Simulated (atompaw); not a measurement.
## u(r) = r·R(r): atom against pseudo-atom (Tc)

Columns: radius, all-electron u(r) and pseudo u(r) of the 5p shell (level -1.18 eV) of technetium in the configuration [Ar] 3d10 4s2 4p6 4d5.5 5s1.5 5p0; PBE, scalar-relativistic, PAW (atompaw) scheme, atompaw 4.2.0.5.

```json
{"r (bohr)": "0.085", "all-electron": "-0.0685", "pseudo": "-0.0007"}
{"r (bohr)": "0.169", "all-electron": "0.0183", "pseudo": "-0.0028"}
{"r (bohr)": "0.254", "all-electron": "0.0966", "pseudo": "-0.0061"}
{"r (bohr)": "0.338", "all-electron": "0.1017", "pseudo": "-0.0103"}
{"r (bohr)": "0.423", "all-electron": "0.0550", "pseudo": "-0.0153"}
{"r (bohr)": "0.508", "all-electron": "-0.0119", "pseudo": "-0.0204"}
{"r (bohr)": "0.592", "all-electron": "-0.0760", "pseudo": "-0.0252"}
{"r (bohr)": "0.677", "all-electron": "-0.1275", "pseudo": "-0.0292"}
{"r (bohr)": "0.762", "all-electron": "-0.1617", "pseudo": "-0.0319"}
{"r (bohr)": "0.846", "all-electron": "-0.1781", "pseudo": "-0.0327"}
{"r (bohr)": "0.931", "all-electron": "-0.1793", "pseudo": "-0.0312"}
{"r (bohr)": "1.015", "all-electron": "-0.1678", "pseudo": "-0.0269"}
{"r (bohr)": "1.100", "all-electron": "-0.1464", "pseudo": "-0.0194"}
{"r (bohr)": "1.185", "all-electron": "-0.1178", "pseudo": "-0.0087"}
{"r (bohr)": "1.269", "all-electron": "-0.0849", "pseudo": "0.0053"}
{"r (bohr)": "1.354", "all-electron": "-0.0488", "pseudo": "0.0225"}
{"r (bohr)": "1.438", "all-electron": "-0.0117", "pseudo": "0.0425"}
{"r (bohr)": "1.523", "all-electron": "0.0262", "pseudo": "0.0652"}
{"r (bohr)": "1.608", "all-electron": "0.0635", "pseudo": "0.0901"}
{"r (bohr)": "1.692", "all-electron": "0.0994", "pseudo": "0.1163"}
{"r (bohr)": "1.777", "all-electron": "0.1341", "pseudo": "0.1439"}
{"r (bohr)": "1.862", "all-electron": "0.1672", "pseudo": "0.1720"}
{"r (bohr)": "1.946", "all-electron": "0.1979", "pseudo": "0.1999"}
{"r (bohr)": "2.031", "all-electron": "0.2271", "pseudo": "0.2276"}
{"r (bohr)": "2.115", "all-electron": "0.2540", "pseudo": "0.2541"}
{"r (bohr)": "2.200", "all-electron": "0.2792", "pseudo": "0.2792"}
```

Task: How many radial nodes do the two functions have?

Result: The all-electron 5p function has n − l − 1 = 3; the pseudo-wave has 1, since 1 lower shell of the same l stays in the valence.

Task: Is the pseudo-wave norm-conserving?

Result: No, it belongs to a PAW set: the norm inside the radius is not constrained, and the difference is carried by the augmentation charge.
